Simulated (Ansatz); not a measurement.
Reaction (cleavage of the Si–Si bond): `O[Si]([SiH3])(Cl)Cl` + `C[O][Mg][OH]` → `C[O][Mg][O][SiH3]` + `O[SiH](Cl)Cl`

Calculated with Ansatz (gas phase, PBE0-D4/def2-TZVP geometries, no zero-point term in ΔE). CCSD(T)/CBS adds triple-zeta CCSD(T) − MP2 to the extrapolated MP2 energy (def2 sets, frozen cores). This one scheme is used for every species. DFT in def2-TZVPP. For Mg outer-core shells are correlated without core-valence functions, which leaves a few kJ/mol of doubt a bond. One conformer a species, not always the lowest.

`O[Si]([SiH3])(Cl)Cl`:

```xyz
9

O     1.332    1.410    0.042
Si    0.800   -0.116   -0.148
Si   -1.500   -0.168    0.208
Cl    1.259   -0.793   -2.034
Cl    1.768   -1.368    1.164
H     2.268    1.596   -0.070
H    -1.962   -1.568    0.026
H    -2.171    0.719   -0.777
H    -1.794    0.288    1.590
```

`C[O][Mg][OH]`:

Cartesian coordinates in Å:
```
C -1.719 0.033 0.298
O -0.362 0.003 0.074
Mg 1.373 -0.039 -0.201
O 3.125 -0.107 -0.401
H -1.973 -0.306 1.313
H -2.263 -0.616 -0.404
H -2.129 1.047 0.185
H 3.948 -0.016 -0.863
```

`C[O][Mg][O][SiH3]`:

```xyz
11

C     0.963    2.791    1.401
O     0.559    1.614    0.811
Mg    0.039    0.120    0.059
O    -0.491   -1.406   -0.709
Si   -0.960   -2.784   -1.398
H     1.913    3.151    0.982
H     0.223    3.592    1.261
H     1.111    2.673    2.484
H    -1.140   -3.866   -0.384
H    -2.260   -2.620   -2.114
H     0.043   -3.265   -2.393
```

`O[SiH](Cl)Cl`:

```xyz
6

O    -0.140    1.020    0.858
Si    0.109   -0.356    0.038
Cl    1.513   -0.102   -1.422
Cl   -1.605   -0.999   -0.865
H    -0.448    1.798    0.389
H     0.571   -1.361    1.002
```

| level | ΔE (kJ/mol) |
| --- | --- |
| r2SCAN0-D4 | -122.0 |
| CCSD/def2-SVP | -127.5 |

Q: What does CCSD(T)/CBS give? (An estimate is asked.)

A: Computed: -126.7 kJ/mol. The listed levels differ from it by 4.7, -0.8 kJ/mol.

Largest T1 diagnostic among the species: 0.011.

From r2SCAN to r2SCAN0 (25 % exact exchange), in def2-TZVPP and without D4, ΔE moves by −4.2 kJ/mol. In def2-TZVPP, CCSD(T) changes the Hartree–Fock value by +27.0 kJ/mol (the triples alone add +3.8 kJ/mol) and MP2 by +22.4 kJ/mol. Leaving LDA and LC-ωPBE aside and taking each functional with its dispersion term where it has one, the values, not all of them listed here, spread over 34.5 kJ/mol, from B2PLYP to revPBE-D4.
